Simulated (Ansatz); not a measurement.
A nudged elastic band was laid between two geometries of BFH2O2 + H4Si (11 atoms, charge 0, multiplicity 1).

Computed with Ansatz 0.2.0, RHF/6-31G*.

```
movable images  : 5
climbing image  : yes
spring          : 5.0 eV/Å²
optimiser       : quadratic models (default)
start path      : through a guess of the saddle point
force threshold : 0.05 eV/Å
iteration limit : 60
end points      : relaxed
```

Image 0:

```xyz
11
Properties=species:S:1:pos:R:3
B 0.024 -1.070 -0.445
F -0.523 -2.244 -0.128
O 1.318 -1.005 -0.799
H 1.753 -1.845 -0.787
O -0.725 0.048 -0.409
H -1.620 -0.108 -0.143
Si 0.019 3.074 1.310
H 0.223 4.312 2.091
H 0.589 3.252 -0.035
H -1.431 2.812 1.218
H 0.681 1.957 2.008
```

Image 6:

```xyz
11
Properties=species:S:1:pos:R:3
B -0.137 0.634 -0.419
F 1.011 -0.286 2.798
O 0.368 -0.509 0.158
H 0.418 -1.285 -0.386
O -0.549 0.655 -1.707
H -0.478 -0.150 -2.203
Si -0.266 2.335 0.720
H 1.063 2.703 1.248
H -0.774 3.456 -0.099
H -1.188 2.123 1.853
H 0.844 -0.492 1.918
```

Q: What changes between the two ends?

A: Bonds broken: B1–F2, Si7–H11. Bonds formed: B1–Si7, F2–H11. BFH2O2 + H4Si becomes BH5O2Si + FH.

Q: What energy profile does the band end with?

A: It converged. The highest image is number 4 of 0 to 6, 238.5 kJ/mol above the first end and 29.1 kJ/mol above the last; the last end lies 209.4 kJ/mol above the first. Neighbouring images differ by up to 1.8 eV, so the band resolves the path poorly. A vibrational analysis at the climbing image gives one clearly imaginary mode, 568i cm⁻¹: a first-order saddle point. The orbitals stay closed-shell, which can raise the energy where a bond breaks towards radicals; this wasn't checked here.

```
image  path coordinate (Å)  energy (kJ/mol)  B1–F2 (Å)  Si7–H11 (Å)  B1–Si7 (Å)
    0                 0.00              0.0       1.33         1.47        4.50
    1                 3.34              0.4       1.33         1.48        4.17
    2                 6.68             42.9       1.34         1.49        3.15
    3                10.02            212.0       3.26         3.71        2.05
    4                13.36            238.5       3.31         3.29        2.05
    5                16.34            212.1       3.77         3.53        2.05
    6                19.33            209.4       3.54         3.26        2.05
```

Q: What is the geometry of the highest image?

A: 
```xyz
11
Properties=species:S:1:pos:R:3
B -0.252 0.502 -0.313
F 1.618 -0.084 2.359
O 0.878 -0.264 -0.258
H 0.784 -1.087 -0.726
O -1.349 0.017 -0.983
H -1.941 -0.555 -0.514
Si -0.245 2.361 0.556
H -1.087 2.330 1.772
H 1.110 2.814 0.921
H -0.837 3.343 -0.380
H 1.632 -0.193 1.446
```

Time of the run: 7.2 min on 1 thread of Arm Neoverse V1, with other jobs on the host, peak memory 0.17 GiB.
